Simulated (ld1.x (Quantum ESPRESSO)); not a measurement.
## Varying the TM semilocal potential for Ir

Base potential:

```
Element                 : Ir (Z = 77)
Generator               : ld1.x (Quantum ESPRESSO) 7.5
Type                    : norm-conserving Troullier–Martins (semilocal form)
Functional              : PBE
Relativity              : scalar-relativistic
Frozen core             : [Kr] 4d10 4f14
Valence charge          : 17
Reference configuration : 5s2 5p6 5d7 6s1.5 6p0 (charge +0.5)
Partial waves           : 5s (bound): rc 1.25 bohr; 5p (bound): rc 1.75 bohr; 5d (bound): rc 1.45 bohr
Local potential         : the d channel
Core correction         : a·sin(br)/r model core, default radius (core density twice the valence density)
```

Occupied shells without a wave of their own: 6s. They enter only through the test configuration that unscreens the potential, and ld1.x also counts them in the model core charge.

Cutoffs, loose and tight: the cutoffs (Ry, on a coarse ladder) from which the occupation-weighted sum of valence levels, in a spherical-Bessel basis at the reference potential, stays within 10 and 1 mRy of its value at 400 Ry. They do not see the model core or the augmentation charge, which bear on the density cutoff. Test errors are all-electron minus pseudo excitation energies from the reference, over the configurations 5s2 5p6 5d7 6s2 6p0; 5s2 5p6 5d7 6s1 6p0; 5s2 5p6 5d7 6s0 6p0; 5s2 5p6 5d7 6s0 6p1; 5s2 5p6 5d7 6s0 6p2; 5s2 5p6 5d7.5 6s1.5 6p0; 5s1 5p6 5d7 6s2 6p0. A dash means not determined; rows that change the core or the reference have their own tests.

With those shells counted twice in exchange and correlation these files are broken, and their errors move erratically; no question is asked of them.

A semilocal file is local in each channel, so a ghost entry of none says nothing of the separable form that plane-wave codes build from it.

```tsv
change	outcome	cutoff, loose	cutoff, tight	bound ghosts	largest test error (meV)
base	generated, misses its reference levels by 0.53 eV	100 Ry	180 Ry	none	-1258
wave 5d (bound): rc 1.45 bohr becomes 5d (bound): rc 0.96 bohr	generated, misses its reference levels by 0.53 eV	260 Ry	over 300 Ry	none	-1254
wave 5d (bound): rc 1.45 bohr becomes 5d (bound): rc 1.10 bohr	generated, misses its reference levels by 0.53 eV	120 Ry	200 Ry	none	-1257
wave 5d (bound): rc 1.45 bohr becomes 5d (bound): rc 1.24 bohr	generated, misses its reference levels by 0.53 eV	100 Ry	180 Ry	none	-1258
wave 5d (bound): rc 1.45 bohr becomes 5d (bound): rc 1.36 bohr	generated, misses its reference levels by 0.53 eV	100 Ry	180 Ry	none	-1257
wave 5d (bound): rc 1.45 bohr becomes 5d (bound): rc 1.48 bohr	generated, misses its reference levels by 0.53 eV	100 Ry	180 Ry	none	-1258
wave 5d (bound): rc 1.45 bohr becomes 5d (bound): rc 1.62 bohr	generated, misses its reference levels by 0.53 eV	100 Ry	180 Ry	none	-1258
wave 5d (bound): rc 1.45 bohr becomes 5d (bound): rc 1.78 bohr	generated, misses its reference levels by 0.53 eV	100 Ry	180 Ry	none	-1257
wave 5d (bound): rc 1.45 bohr becomes 5d (bound): rc 1.88 bohr	generated, misses its reference levels by 0.53 eV	100 Ry	180 Ry	none	-1257
wave 5d (bound): rc 1.45 bohr becomes 5d (bound): rc 2.08 bohr	generated, misses its reference levels by 0.53 eV	100 Ry	180 Ry	none	-1258
wave 5d (bound): rc 1.45 bohr becomes 5d (bound): rc 2.18 bohr	generated, misses its reference levels by 0.53 eV	100 Ry	180 Ry	none	-1258
```

Reading the sweep of the d radius (base included, trends over the rows without a ghost): The loose cutoff falls from 260 Ry at 0.96 to 100 Ry at 2.18 bohr. A larger radius leaves more room for a smooth pseudo-wave, so fewer plane waves are needed; a smaller one forces it to follow the all-electron wave where it bends sharply. The median size of the test errors (rows with all tests solved) stays near 316.3 meV.
